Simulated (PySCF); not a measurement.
C4H6F2, SMILES FC(F)=CCC. The structure is a stationary point at PBE0-D3(BJ)/def2-SVP. Other conformers were not sampled.

Question: Give the equilibrium geometry at PBE0-D3(BJ)/def2-SVP (PySCF confirms it by a frequency run) as Cartesian coordinates in Å. (Estimate from the structure and the level; the computed values follow.)

Answer: One answer among several that fit: 
```xyz
12

C     -2.5423    -0.2807    -0.1746
C     -1.1690    -0.7997    -0.5889
C     -0.1256     0.2716    -0.6213
C      0.9565     0.2871     0.1457
F      1.2743    -0.6395     1.0234
F      1.8718     1.2287     0.1355
H     -2.5155     0.1409     0.8418
H     -2.8916     0.5132    -0.8535
H     -3.2918    -1.0865    -0.1897
H     -0.8485    -1.6030     0.0923
H     -1.2414    -1.2590    -1.5906
H     -0.2441     1.1228    -1.2964
```
